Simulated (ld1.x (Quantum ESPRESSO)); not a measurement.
Configuration tests for fluorine (ultrasoft)

```json
{"Element": "F", "Generator": "ld1.x (Quantum ESPRESSO) 7.5", "Type": "ultrasoft", "Functional": "PBE", "Relativity": "scalar-relativistic", "Frozen core": "[He]", "Valence charge": "7", "Reference configuration": "2s2 2p5", "Partial waves": "2s (bound): rcut 0.65, rcutus 0.80 bohr; 2s channel at -0.6 Ry: rcut 0.65, rcutus 0.80 bohr; 2p (bound): rcut 0.75, rcutus 1.00 bohr; 2p channel at 0.4 Ry: rcut 0.75, rcutus 1.00 bohr; 3d channel at 0.4 Ry: rcut 0.75, rcutus 0.85 bohr", "Local potential": "all-electron potential smoothed inside 0.95 bohr (lloc = -2)", "Core correction": "a·sin(br)/r model core, default radius (core density twice the valence density)", "Augmentation charge": "PSQ, inside the norm-conserving radii"}
```

Energies are relative to the spin-unpolarised reference configuration 2s2 2p5; without spin polarisation the order of configurations can differ from experiment. The frozen-core shift is the all-electron ΔE with the core orbitals held at their reference shape minus the fully relaxed ΔE.

(1) Give the all-electron excitation energy and the error of the potential for: 2s2 2p4; 2s2 2p3; 2s2 2p2; 2s1 2p6; 2s2 2p1; 2s2 2p5.3; 2s1 2p5.

Levels in the configuration 2s2 2p3:

```csv
level,all-electron (eV),pseudo (eV)
2s,-67.992,-67.974
2p,-49.003,-48.967
```

Results:

(1)

```json
{"valence configuration": "2s2 2p4", "charge": "+1", "ΔE all-electron (eV)": "19.390", "error AE − PS (meV)": "+2.7", "frozen-core shift (meV)": "+0.1"}
{"valence configuration": "2s2 2p3", "charge": "+2", "ΔE all-electron (eV)": "57.775", "error AE − PS (meV)": "+23", "frozen-core shift (meV)": "+0.8"}
{"valence configuration": "2s2 2p2", "charge": "+3", "ΔE all-electron (eV)": "118.413", "error AE − PS (meV)": "+78", "frozen-core shift (meV)": "+4.3"}
{"valence configuration": "2s1 2p6", "charge": "0", "ΔE all-electron (eV)": "18.814", "error AE − PS (meV)": "+7.8", "frozen-core shift (meV)": "+0.4"}
{"valence configuration": "2s2 2p1", "charge": "+4", "ΔE all-electron (eV)": "204.215", "error AE − PS (meV)": "+187", "frozen-core shift (meV)": "+15"}
{"valence configuration": "2s2 2p5.3", "charge": "-0.3", "ΔE all-electron (eV)": "-2.670", "error AE − PS (meV)": "+0.4", "frozen-core shift (meV)": "0.0"}
{"valence configuration": "2s1 2p5", "charge": "+1", "ΔE all-electron (eV)": "38.493", "error AE − PS (meV)": "+2.5", "frozen-core shift (meV)": "+0.6"}
```
